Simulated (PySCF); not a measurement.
Löwdin shares of the frontier orbitals

Compound: Ge(OEt)H3, C₂H₈GeO.
Z-matrix (Å and degrees, PBE0-D3(BJ)/def2-SVP geometry), rows numbered from 1:
```
Ge
O   1  1.7825
C   2  1.4055  1  119.61
C   3  1.5113  2  109.10  1   178.41
H   3  1.1099  2  110.90  1   -60.62
H   3  1.1099  2  110.98  1    57.38
H   4  1.1007  3  110.90  2  -179.76
H   4  1.1001  3  110.29  2   -59.38
H   4  1.1001  3  110.32  2    59.87
H   1  1.5324  2  104.88  3  -179.51
H   1  1.5437  2  109.19  3    60.55
H   1  1.5437  2  109.11  3   -59.56
```

Computed, not measured: TDDFT CAM-B3LYP/def2-SVPD, vertical, gas phase, core orbitals frozen in the response (PySCF). Relativistic effects, spin–orbit coupling among them, are left out although an element past zinc is present.

Kohn–Sham orbitals with the atoms that hold most of them (Löwdin shares over 4%, at most four atoms; ? is withheld):

```csv
orbital,ε (eV),atoms
LUMO+2,1.84,"C4 29%, H7 14%, Ge1 10%, H9 10%"
LUMO+1,1.00,"Ge1 47%, H12 9%, H11 9%, H10 8%"
LUMO,0.99,"Ge1 48%, H12 13%, H11 13%, H10 12%"
HOMO,-9.15,?
HOMO-1,-10.00,"O2 52%, C3 13%, C4 10%, Ge1 10%"
HOMO-2,-11.04,"Ge1 26%, H12 17%, H11 14%, C4 11%"
HOMO-3,-11.12,"Ge1 36%, H10 30%, H11 8%, C3 7%"
```

Which atoms hold the HOMO, and with what shares?

O2 (bonded to C and Ge) 56%; C3 (bonded to C, O and 2 H) 14%; Ge1 (bonded to O and 3 H) 8%; H5 (bonded to C) 6%.

The HOMO–LUMO gap is 10.13 eV. Where does the response calculation put the lowest singlet, and from which orbitals?

S1 is at 6.66 eV (f = 0.0000), 3.47 eV below the gap, made of HOMO→LUMO+1 (47%), HOMO→LUMO (46%). Without the coupling terms of the response equations the lowest excitation would equal the gap.

Next come S2 at 7.34 eV (f 0.044), HOMO→LUMO+1 (51%), HOMO→LUMO (43%); S3 at 7.67 eV (f 0.045), HOMO-1→LUMO+1 (51%), HOMO-1→LUMO (39%); S4 at 7.97 eV (f 0.0000), HOMO→LUMO+3 (63%), HOMO→LUMO+2 (29%); S5 at 8.17 eV (f 0.0013), HOMO→LUMO+2 (52%), HOMO→LUMO+3 (31%).

Löwdin shares depend on the basis, the more so with diffuse functions.

One conformer stands for the species.
